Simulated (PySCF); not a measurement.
Compound: C₆H₈N₂S.
Atom-mapped SMILES: `[CH3:1][C:2](=[S:3])[c:4]1[cH:5][cH:6][n:7]([CH3:8])[n:9]1` (hydrogens: H10, H11, H12 on C1; H13 on C5; H14 on C6; H15, H16, H17 on C8)

Structure used (PBE0-D3(BJ)/def2-SVP), in Å, numbered top down from 1:
```xyz
17
C6H8N2S angstrom
C     -2.3717    0.7957   -0.6606
C     -1.9010   -0.4236    0.0696
S     -2.9302   -1.5945    0.5684
C     -0.4660   -0.5103    0.3188
C      0.2621   -1.5286    0.9882
C      1.5674   -1.1015    0.9402
N      1.5659    0.0914    0.2801
C      2.7091    0.9078   -0.0423
N      0.3579    0.4589   -0.1002
H     -2.1164    1.6995   -0.0842
H     -3.4540    0.7510   -0.8261
H     -1.8419    0.8920   -1.6214
H     -0.1474   -2.4309    1.4334
H      2.4892   -1.5398    1.3171
H      2.3335    1.8570   -0.4399
H      3.3403    0.4210   -0.8013
H      3.3105    1.1003    0.8576
```

Level: CAM-B3LYP/def2-SVPD in PySCF, non-relativistic, on one gas-phase PBE0-D3(BJ)/def2-SVP geometry that isn't relaxed in the solvent. The solvent is an IEF-PCM continuum (van der Waals radii × 1.2). The model holds no explicit solvent molecules, cavitation or dispersion.

Gas phase at CAM-B3LYP/def2-SVPD: HOMO -7.51 eV, LUMO -1.13 eV, dipole 5.23 D.

What does the continuum do to the energy, the frontier levels and the dipole at CAM-B3LYP/def2-SVPD in tetrahydrofuran and dichloromethane?

```json
{"solvent": "tetrahydrofuran", "ε": "7.426", "E(solvent) − E(gas) (kcal/mol)": "-5.97", "polarisation term (kcal/mol)": "-7.24", "distortion of the solute (kcal/mol)": "1.27", "HOMO (eV)": "-7.85", "LUMO (eV)": "-1.34", "dipole (D)": "6.98"}
{"solvent": "dichloromethane", "ε": "8.93", "E(solvent) − E(gas) (kcal/mol)": "-6.22", "polarisation term (kcal/mol)": "-7.60", "distortion of the solute (kcal/mol)": "1.38", "HOMO (eV)": "-7.87", "LUMO (eV)": "-1.35", "dipole (D)": "7.05"}
```

The polarisation term is half the interaction of the solute with the surface charges that it induces; the rest is the cost of distorting the solute's density. The sum is the electrostatic part of solvation alone. From tetrahydrofuran to dichloromethane the lowering changes by a factor 1.04, Onsager's factor (ε − 1)/(2ε + 1) by 1.04 and ε itself by 1.2.

Which radius a makes the point-dipole formula ΔE = −[(ε − 1)/(2ε + 1)]·μ²/a³ give the value in dichloromethane, with the gas-phase dipole?

μ = 2.059 au and |ΔE| = 0.00991 Eh give a = 2.99 Å; the farthest nucleus lies 3.81 Å from the centroid of the nuclei, so such a sphere wouldn't even hold the nuclei. The formula assumes a rigid point dipole at the centre of a sphere.

Give the dipole vector in the frame of the coordinates (D, pointing from negative to positive charge), gas and dichloromethane.

Gas (5.01, 1.51, -0.12), solvent (6.75, 2.05, -0.17). Its length changes by +35 % and its direction by less than 1°.

How does the static polarisability (CAM-B3LYP/def2-SVPD, frozen core, with the continuum's full static response) change?

```json
{"medium": "gas", "isotropic (au)": "112.6", "principal values (au)": "68.7, 106.3, 162.7", "⟨r²⟩ of the electrons (bohr²)": "1617.4"}
{"medium": "tetrahydrofuran", "isotropic (au)": "152.1", "principal values (au)": "90.6, 142.5, 223.1", "⟨r²⟩ of the electrons (bohr²)": "1616.4"}
{"medium": "dichloromethane", "isotropic (au)": "154.1", "principal values (au)": "92.0, 144.4, 225.9", "⟨r²⟩ of the electrons (bohr²)": "1616.4"}
```

The isotropic value in dichloromethane is 1.37 times the gas-phase one; no cavity-field correction is applied. ⟨r²⟩ is taken about the centre of nuclear charge.

Cost: about 2.3 min of CPU time on one thread; the machine was shared, so the figure is rough. This is the whole response run at CAM-B3LYP/def2-SVPD in dichloromethane, SCF included.
